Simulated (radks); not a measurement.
Task: La18+, 39 electrons, occupied as [Kr] 4d3. Method: Dirac Kohn-Sham, relativistic LDA (MacDonald-Vosko exchange, VWN5 correlation), spin-unpolarised, spherical densities, finite nucleus; open shells fill j = l - 1/2 first; Fermi nuclear charge, rms radius 4.855 fm; computed with a radial shooting solver on a logarithmic mesh with Libxc functionals. Some entries of the table are withheld. Estimate them.

orbital,occ.,eigenvalue (eV),<r^2> (bohr^2),<r> (bohr)
1s1/2,2,-38925.48,0.0008604,0.02517
2s1/2,2,-6576.665,(1),0.1073
2p1/2,2,-6236.511,0.009996,0.09009
2p3/2,4,-5827.300,0.01126,0.09615
3s1/2,2,(2),0.09247,0.2843
3p1/2,2,-1594.155,0.08698,(3)
3p3/2,4,-1513.287,0.09440,(4)
3d3/2,4,-1259.962,(5),(6)
3d5/2,6,-1242.433,(7),(8)
4s1/2,2,-651.5394,0.4322,0.6201
4p1/2,2,-595.8506,0.4481,0.6294
4p3/2,4,-575.4550,0.4773,0.6499
4d3/2,3,-482.1650,0.5083,0.6667
4d5/2,0,-478.1241,0.5173,0.6727

Result: 
(1) 2s1/2 <r^2> (bohr^2): 0.01363
(2) 3s1/2 eigenvalue (eV): -1738.400
(3) 3p1/2 <r> (bohr): 0.2737
(4) 3p3/2 <r> (bohr): 0.2854
(5) 3d3/2 <r^2> (bohr^2): 0.07696
(6) 3d3/2 <r> (bohr): 0.2555
(7) 3d5/2 <r^2> (bohr^2): 0.07905
(8) 3d5/2 <r> (bohr): 0.2592
